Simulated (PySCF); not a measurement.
# Exercise with solution: oscillator strength and radiative lifetime

ClFH4SSi2, SMILES F[SiH2]S[SiH2]Cl.

Geometry: PBE-D3(BJ)/def2-SVP. The structure was generated by enumeration, and PubChem lists no compound with its InChIKey, so it may never have been made. Other conformers were not sampled.

TDDFT-PBE/def2-SVPD in PySCF puts the first singlet state with f over 0.02 at 5.67 eV (vertical), with the transition dipole (0.523, -0.218, -0.013) in atomic units.

Find the oscillator strength, the wavelength and the radiative lifetime that this transition would have in vacuum if emission retraced absorption.


|μ|² = 0.3212 au, so |μ| = 1.44 D. ΔE = 5.67/27.211 = 0.2084 hartree. f = (2/3) ΔE |μ|² = 0.045 (the program prints 0.045).
λ = 1239.84/5.67 = 219 nm; ν = 45732 cm⁻¹.
Einstein's coefficient A = 0.6670 ν² f s⁻¹ (ν in cm⁻¹) = 6.2e7 s⁻¹, so τ = 1/A = 16 ns. This state is S1. The figure is the radiative limit of this one transition; relaxation, internal conversion, crossing to triplets and a medium change what is measured.
